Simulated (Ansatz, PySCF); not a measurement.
The pair A = N2 (SMILES N#N) (first 2 atoms), B = C2H3N (SMILES CC#N); geometry from B3LYP-D3(BJ)/def2-TZVP.
(charge 0, multiplicity 1):
```
atom    x (Å)    y (Å)    z (Å)
----  -------  -------  -------
N     -0.1495   0.1253  -0.2156
N      0.2196  -0.6151  -0.9260
C     -0.1066   1.2465   3.1925
C      0.7053   0.0595   2.9803
N      1.3450  -0.8790   2.8036
H      0.5138   2.0667   3.5544
H     -0.5756   1.5446   2.2548
H     -0.8846   1.0434   3.9288
```

MP2 and its Hartree–Fock in aug-cc-pVQZ are density fitted. Rows in 6-31G* carry no dispersion term and start afresh at each structure (6-31G* with six Cartesian d functions).

Run with Ansatz (an electronic-structure program); PySCF for 6-31G* rows. 

Total energies (hartree), monomers frozen at their geometry in the pair:

```json
[
 {"structure": "AB", "HF/6-31G*": "-240.8705066", "HF/aug-cc-pVQZ": "-240.9753834", "B3LYP/6-31G*": "-242.2791094"},
 {"structure": "A in the pair's basis", "HF/6-31G*": "-108.9437892", "HF/aug-cc-pVQZ": "-108.9928066", "B3LYP/6-31G*": "-109.5241144"},
 {"structure": "B in the pair's basis", "HF/6-31G*": "-131.9269413", "HF/aug-cc-pVQZ": "-131.9829454", "B3LYP/6-31G*": "-132.7548625"},
 {"structure": "A", "HF/6-31G*": "-108.9434335", "HF/aug-cc-pVQZ": "-108.9927771", "B3LYP/6-31G*": "-109.5234646"},
 {"structure": "B", "HF/6-31G*": "-131.9266993", "HF/aug-cc-pVQZ": "-131.9829399", "B3LYP/6-31G*": "-132.7545530"}
]
```

Work out the interaction energy without and with the counterpoise correction, and the superposition error, for each level.


E(AB) − E(A) − E(B), times 627.509 kcal/mol, with the monomers in their own basis and then in the pair's basis:
- HF/6-31G*: -0.23 uncorrected, 0.14 corrected; the monomers gain 0.38 kcal/mol from borrowed functions
- HF/aug-cc-pVQZ: 0.21 uncorrected, 0.23 corrected; the monomers gain 0.02 kcal/mol from borrowed functions
- B3LYP/6-31G*: -0.69 uncorrected, -0.08 corrected; the monomers gain 0.60 kcal/mol from borrowed functions
